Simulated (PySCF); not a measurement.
CH3N2S (SMILES [NH]C(N)=S), doublet (typed; the unrestricted solution is spin-contaminated), geometry from GFN2-xTB; PySCF with CCSD/3-21G.

Here is a job for PySCF.
```python
from pyscf import gto, scf, cc

mol = gto.M(
    atom='''
N     0.914066   -0.957253    0.861916
C    -0.034507   -0.356821    0.267873
N    -1.312905   -0.740355    0.396728
S     0.293853    1.030757   -0.746178
H     1.849789   -0.599573    0.739589
H    -1.520321   -1.567693    0.928688
H    -2.032198   -0.300667   -0.147177
''',
    basis='3-21g',
    charge=0,
    spin=1,
    verbose=3,
)

mf = scf.UHF(mol)
mf.kernel()

mycc = cc.CCSD(mf)
mycc.kernel()
print('E(CCSD) = %.10f' % mycc.e_tot)
mf.analyze()
```

Output, abridged:

```
converged SCF energy = -543.21205965713  <S^2> = 0.93730125  2S+1 = 2.1792671
E(UCCSD) = -543.5814338889073  E_corr = -0.3693742317774786
E(CCSD) = -543.5814338889
**** MO energy ****
                             alpha | beta                alpha | beta
MO #1   energy= -91.3282115392396  | -91.3196137102341  occ= 1 | 1
MO #2   energy= -15.4924443598444  | -15.4967473645859  occ= 1 | 1
MO #3   energy= -15.4900392808895  | -15.4709336917299  occ= 1 | 1
MO #4   energy= -11.2863284347486  | -11.29716161306    occ= 1 | 1
MO #5   energy= -8.92700155402921  | -8.91753337595998  occ= 1 | 1
MO #6   energy= -6.61315814717935  | -6.59313427949475  occ= 1 | 1
MO #7   energy= -6.59986855688114  | -6.58985529155706  occ= 1 | 1
MO #8   energy= -6.59505798756676  | -6.57690753032905  occ= 1 | 1
MO #9   energy= -1.2950596043217   | -1.28748775116835  occ= 1 | 1
MO #10  energy= -1.17734409647448  | -1.15580530726583  occ= 1 | 1
MO #11  energy= -1.0060537399899   | -0.945435170587253 occ= 1 | 1
MO #12  energy= -0.80605865315654  | -0.800359480730216 occ= 1 | 1
MO #13  energy= -0.721777902146691 | -0.714235296461422 occ= 1 | 1
MO #14  energy= -0.661920223266039 | -0.656164291796144 occ= 1 | 1
MO #15  energy= -0.583450776265753 | -0.5710142222957   occ= 1 | 1
MO #16  energy= -0.578785439260099 | -0.561397502377923 occ= 1 | 1
MO #17  energy= -0.43800732344614  | -0.412748476413717 occ= 1 | 1
MO #18  energy= -0.433369138567075 | -0.357393754998619 occ= 1 | 1
MO #19  energy= -0.404008439703975 | -0.347099887584644 occ= 1 | 1
MO #20  energy= -0.38622887556089  | 0.00395543275548826 occ= 1 | 0
MO #21  energy= 0.215442381599964  | 0.22475647368511   occ= 0 | 0
MO #22  energy= 0.21919529041188   | 0.246720572272646  occ= 0 | 0
MO #23  energy= 0.274082647243478  | 0.273024229726224  occ= 0 | 0
MO #24  energy= 0.327259229870908  | 0.334680821749514  occ= 0 | 0
MO #25  energy= 0.350766649900537  | 0.350166738407763  occ= 0 | 0
MO #26  energy= 0.541455656851221  | 0.53917442554184   occ= 0 | 0
MO #27  energy= 0.595700069525095  | 0.591351287028517  occ= 0 | 0
MO #28  energy= 0.606323187873767  | 0.625257683802496  occ= 0 | 0

To work with the spin densities directly, `use mulliken_meta_spin()` only printing them here.

 ** Mulliken spin pop alpha/beta on meta-lowdin orthogonal AOs **
 ** Mulliken Spin Density (per atom)  **
spin density of  0 N =      0.62387
spin density of  1 C =     -0.40566
spin density of  2 N =     -0.10088
spin density of  3 S =      0.90371
spin density of  4 H =     -0.03109
spin density of  5 H =      0.00422
spin density of  6 H =      0.00584
 ** Mulliken pop alpha/beta on meta-lowdin orthogonal AOs **
 ** Mulliken atomic charges   ( Nelec_alpha | Nelec_beta ) **
charge of  0N =     -0.35699  (     3.99043      3.36656 )
charge of  1C =      0.14861  (     2.72287      3.12853 )
charge of  2N =     -0.41905  (     3.65908      3.75996 )
charge of  3S =     -0.05367  (     8.47869      7.57498 )
charge of  4H =      0.21415  (     0.37738      0.40847 )
charge of  5H =      0.23422  (     0.38500      0.38078 )
charge of  6H =      0.23272  (     0.38656      0.38072 )
Dipole moment(X, Y, Z, Debye): -1.20882, -0.31614, -0.26112
```
